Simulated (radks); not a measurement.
Polarisability of the iridium ion Ir+, [Xe] 4f14 5d7 6s1, at imaginary frequency. Calculated with a radial shooting solver on a logarithmic mesh with Libxc functionals: scalar-relativistic Kohn-Sham, exchange-only LDA, spin-unpolarised, spherical densities, finite nucleus; Fermi nuclear charge, rms radius 5.4032 fm. Response by self-consistent Sternheimer equations with the Hartree and adiabatic exchange-only LDA kernel, the relativistic mass of each level held fixed and spin-orbit coupling left out.

w (hartree)  alpha1(iw) (bohr^3)
0.00266                    25.29
0.0143                     25.24
0.0360                     24.99
0.0697                     24.23
0.118                      22.56
0.186                      19.75
0.280                      16.11
0.413                      12.33
0.605                      8.972
0.892                      6.189
1.35                       3.963
2.12                       2.267
3.59                       1.095
6.94                      0.4141
17.5                      0.1014

Static values: alpha1 = 25.29 bohr^3 (3.747 angstrom^3; uncoupled 46.92). C6 = 208.9, triple-dipole C9 = 3542 atomic units. One-pole (London) frequency 4 C6 / (3 alpha1^2) = 0.436 hartree, against 0.470 for minus the highest occupied eigenvalue.
